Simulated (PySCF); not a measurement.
```xyz
4
charge -1 multiplicity 1, angstrom
Ta    0.0000    0.0000   -0.2111
S     2.1377    0.0000    0.3982
S    -1.0688    1.8513    0.3982
S    -1.0689   -1.8513    0.3982
```

Level of theory: PySCF, PBE0, basis Ta def2-SVPD with ECP60, S def2-SVPD (scalar-relativistic core potentials, no spin–orbit coupling, density fitting).

This geometry of [TaS3]- is a stationary point at this level.

Question: What is the point group?

Answer: C3v.

Question: Is it a minimum?

Answer: Yes: all harmonic wavenumbers are real.

Question: List the harmonic modes with their infrared intensities.

Answer: 
| symmetry | ω (cm⁻¹) | IR (km/mol, summed over degenerate members) | type |
| --- | --- | --- | --- |
| a1 | 102 | 17.8 | bend |
| e | 153 | 0.1 | bend |
| e | 476 | 292 | stretch |
| a1 | 485 | 2.1 | stretch |

Question: Give the ideal-gas entropy at 298.15 K and 1 bar by parts.

Answer: translation 179.0, rotation 110.3, vibration 45.3, spin 0.0; total 334.6 J/(mol K).

In C3v the vibrations span 2a1 + 2e.

Other isomers or separated fragments may lie lower. The lowest empty level of this anion is unbound, so it and the gap depend on the basis. With an element this heavy the missing spin–orbit coupling can shift these numbers.
